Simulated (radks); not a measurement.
Values are calculated unless marked as measured or tabulated.
Q: These are the eigenvalues of the occupied orbitals of an atom or ion with whole-number occupations (Ry). Code: a radial shooting solver on a logarithmic mesh with Libxc functionals. Model: scalar-relativistic Kohn-Sham, LB94 model potential, spin-polarised, spherical densities, finite nucleus; Fermi nuclear charge, rms radius of each element as measured or else 0.836 A^(1/3) + 0.57 fm.

1s down: -429.5736
1s up: -429.3426
2s up: -92.77575
2s down: -91.90500
2p up: -88.62177

Which element is it, and in what charge state? The configuration may be excited. Open shells, if any, are filled with parallel spins first.

A: Z = 22, titanium, charge +17: Ti17+ in [He] 2s2 2p1. The list shows which subshells hold electrons but not how many an open one holds; the 1s level, -214.79 hartree, gives Z - s = 20.7 by -(Z - s)^2/2, which with screening and relativity narrows Z to a few neighbours, and the depths of the outer levels then fix element, charge and occupations together.
